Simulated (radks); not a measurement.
Results of a calculation; reference values are marked as such.
Spherical quantum dot in the effective-mass picture: electrons in a hard-walled sphere of radius 2.87, with a point charge +1 (a donor) at the centre, all in effective atomic units (hartree* = m*/eps^2 hartree, bohr* = eps/m* bohr), one dielectric constant everywhere. Level of theory: non-relativistic Kohn-Sham, LDA (Slater exchange, Perdew-Wang correlation), spin-polarised, spherical densities (a radial shooting solver with Libxc functionals). Levels are named by radial order and angular momentum (1s, 1p, 1d, 2s, ...), and open shells are averaged over m. Results are scaled to m* = 0.229 and eps = 10.3, for which hartree* = 58.74 meV and bohr* = 2.38 nm.

N = 12, configuration 1s2 1p6 1d(up 4, down 0). This is the lowest configuration that the search found. Occupied and some empty levels:

level,occupation,eigenvalue (meV),<r> (nm)
1s up,1,319.58,3.741
1s down,1,324.22,3.670
1p up,3,349.78,4.385
1p down,3,355.58,4.369
1d up,4,388.89,4.669
1d down,0,395.01,4.664
2s up,0,406.44,3.054
2s down,0,409.15,3.097
1f up,0,438.57,4.865
1f down,0,444.81,4.865
2p up,0,493.61,3.533
2p down,0,497.08,3.531

Energy (meV): total 2337.62, kinetic 1019.9, external -427.34, Hartree 2082.6, exchange-correlation -337.56.
